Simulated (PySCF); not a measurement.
## Interval between two levels of In³⁺ by level of theory

In³⁺ [Kr] 4d10 → In³⁺ [Kr] 4d9 5p1 [3F4, M_J = 4], as a difference of total energies. Computed with PySCF 2.14 in x2c-SVPall-2c with one added diffuse shell each of s, p type (7s9p4d, 54 functions), with the two-component X2C-1e Hamiltonian. Correlated levels: [Ar] 3d10 frozen; the 6 highest virtual spinors dropped. "Screened" scales the spin-orbit matrix elements by Boettger's factors to mimic the two-electron term; Breit and QED terms are absent.

```json
{"method": "GHF (spin-free)", "interval between two levels (cm⁻¹)": "206370"}
{"method": "GMP2 (spin-free)", "interval between two levels (cm⁻¹)": "207320"}
{"method": "GHF (screened spin-orbit)", "interval between two levels (cm⁻¹)": "205490"}
{"method": "GMP2 (screened spin-orbit)", "interval between two levels (cm⁻¹)": "206420"}
```

The labels give the starting determinants; with spin-orbit coupling the two ends relaxed to ⟨J²⟩ = 0.00, ⟨L²⟩ = 0.01, ⟨S²⟩ = 0.01 and ⟨J²⟩ = 20.00, ⟨L²⟩ = 12.02, ⟨S²⟩ = 2.01.
